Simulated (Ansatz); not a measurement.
Consider the hydrogen abstraction from the Al–H bond: `[F][AlH][O][SiH3]` + `[OH]`• → `[F][Al][O][SiH3]`• + H₂O.

Program: Ansatz. Geometries: PBE0-D4/def2-TZVP. ΔE: electronic, gas phase. CBS: MP2 limit from def2 TZ/QZ plus the TZ coupled-cluster correction, frozen cores. This one scheme is used for every species. Functionals use def2-TZVPP. B3LYP here is the variant with VWN-RPA as its local correlation; programs differ in this. HSE06 is defined as in plane-wave codes. Open shells (•) are unrestricted, without spin–orbit coupling. Each species was taken in one conformer, which may not be the lowest.

```
             level  ΔE (kJ/mol)  difference from CCSD(T)/CBS
       LDA (SPW92)       -209.7                        -59.1
            PBE-D4       -169.7                        -19.1
         revPBE-D4       -160.4                         -9.8
           BLYP-D4       -152.0                         -1.4
         r2SCAN-D4       -149.5                          1.1
            B97M-V       -124.7                         25.9
           PBE0-D4       -152.4                         -1.8
          B3LYP-D4       -142.5                          8.1
        r2SCANh-D4       -144.9                          5.7
        r2SCAN0-D4       -138.2                         12.4
          HSE06-D4       -152.9                         -2.3
          BHLYP-D4       -118.9                         31.7
      CAM-B3LYP-D4       -141.5                          9.1
           ωB97X-V       -134.2                         16.4
           ωB97M-V       -136.2                         14.4
            B2PLYP       -145.4                          5.2
          PBE-QIDH       -150.1                          0.5
               PBE       -169.5                        -18.9
            revPBE       -159.8                         -9.2
              BLYP       -151.4                         -0.8
            r2SCAN       -149.5                          1.1
              PBE0       -152.2                         -1.6
             B3LYP       -142.0                          8.6
           r2SCANh       -144.9                          5.7
             HSE06       -152.7                         -2.1
             BHLYP       -118.1                         32.5
         CAM-B3LYP       -141.3                          9.3
           LC-ωPBE       -150.5                          0.1
       HF/def2-SVP        -61.0                         89.6
      MP2/def2-SVP       -144.6                          6.0
     CCSD/def2-SVP       -114.9                         35.7
     HF/def2-TZVPP        -73.9                         76.7
    MP2/def2-TZVPP       -172.0                        -21.4
   CCSD/def2-TZVPP       -133.8                         16.8
CCSD(T)/def2-TZVPP       -141.3                          9.3
     HF/def2-QZVPP        -75.7                         74.9
    MP2/def2-QZVPP       -178.0                        -27.4
      HF/CBS(def2)        -75.9                         74.7
     MP2/CBS(def2)       -181.3                        -30.7
    CCSD/CBS(def2)       -143.1                          7.5
       CCSD(T)/CBS       -150.6                            0
```

Largest T1 diagnostic among the species: 0.014.

At CCSD(T), def2-SVP lies +31.9 kJ/mol from the extrapolated value and def2-TZVPP +9.3 kJ/mol. From PBE to PBE0 (25 % exact exchange), in def2-TZVPP and without D4, ΔE moves by +17.2 kJ/mol.
